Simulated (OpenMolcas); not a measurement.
Computed levels of 4d⁷ in ions with 43 electrons, in cm-1 above ⁴F_9/2.

```json
{
 "Program": "OpenMolcas 26.06",
 "Method": "MS-CASPT2, IPEA 0.25 Eh, imaginary shift 0.1 Eh",
 "Basis": "ANO-R2",
 "Scalar Hamiltonian": "X2C, finite nucleus",
 "Spin-orbit coupling": "RASSI with atomic mean-field integrals over the reference wave functions, term energies averaged over their components"
}
```

Active space for each ion: 7 electrons in 5 orbitals (4d); closed shells correlated by CASPT2: 4s 4p.

```json
{"Level": "⁴F_7/2", "Rh2+": "2090", "Ag4+": "3510"}
{"Level": "⁴F_5/2", "Rh2+": "3420", "Ag4+": "5580"}
{"Level": "⁴F_3/2", "Rh2+": "4270", "Ag4+": "6850"}
{"Level": "⁴P_3/2", "Rh2+": "11520", "Ag4+": "14470"}
{"Level": "⁴P_5/2", "Rh2+": "11590", "Ag4+": "15080"}
{"Level": "⁴P_1/2", "Rh2+": "12980", "Ag4+": "17190"}
{"Level": "²G_9/2", "Rh2+": "13450", "Ag4+": "17170"}
{"Level": "²G_7/2", "Rh2+": "15490", "Ag4+": "20540"}
{"Level": "²H_11/2", "Rh2+": "18210", "Ag4+": "23220"}
```

Q: Estimate ⁴F_3/2, ⁴P_3/2, ⁴P_5/2 for Pd3+ from its neighbours Rh2+ and Ag4+.

A: ⁴F_3/2 is fine structure, which grows about as the fourth power of a screened charge, so the fourth roots are averaged: ((4270^0.25 + 6850^0.25) / 2)^4 = 5446. The calculation gives 5540, so the estimate is off by -1.7 %.
⁴P_3/2 is another term, which grows about linearly with the charge: (11520 + 14470) / 2 = 12995. The calculation gives 13140, so the estimate is off by -1.1 %.
⁴P_5/2 is another term, which grows about linearly with the charge: (11590 + 15080) / 2 = 13335. The calculation gives 13460, so the estimate is off by -0.9 %.

Mixed levels, with the weight of the term that names them: Pd3+ ⁴P_3/2 (70 %), Ag4+ ⁴P_3/2 (66 %).

CASPT2 does not keep the components of a term degenerate, so their means are used; among the terms shown or strongly mixed into the levels shown the widest spread is 810 cm-1 (4d⁷ ⁴F, Pd3+). Levels of configurations with an s electron are missing; early in the row they begin among the upper levels of the d shell and mix with terms of their name (holds for Rh2+). Levels of configurations outside the active space are missing.
